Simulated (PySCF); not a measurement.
**Ionisation energy of Te²⁺ by level of theory**

Te²⁺ [Kr] 4d10 5s2 5p2 (3P) → Te³⁺ [Kr] 4d10 5s2 5p1 (2P), as a difference of total energies. All numbers are calculated (PySCF 2.14, scalar relativity through the core potential, in aug-cc-pVTZ-PP with ECP28MDF (6s5p4d2f, 55 functions)). Correlated levels: valence: 4s2 4p6 4d10 frozen. The calculations carry no spin-orbit coupling.

```
       method  ionisation energy (eV)
          UHF                  26.971
          PBE                  27.495
         PBE0                  27.564
       r2SCAN                  27.708
      r2SCAN0                  27.732
        B97-3                  27.335
       PBEsol                  27.545
        wB97X                  27.329
MP2 (valence)                  27.304
```

Estimate what SCS-MP2 (valence) gives.

27.241 eV, closest to MP2 (valence) among the rows shown.

Estimate what LDA gives.

27.714 eV, closest to r2SCAN among the rows shown.

The reference lies between the lowest fine-structure levels, while these numbers refer to the centres of the terms.

Errors of the correlated levels include the incompleteness of this basis and the frozen core.

For comparison: 27.84 ± 0.04 eV (measured; NIST Atomic Spectra Database, ionization energies).
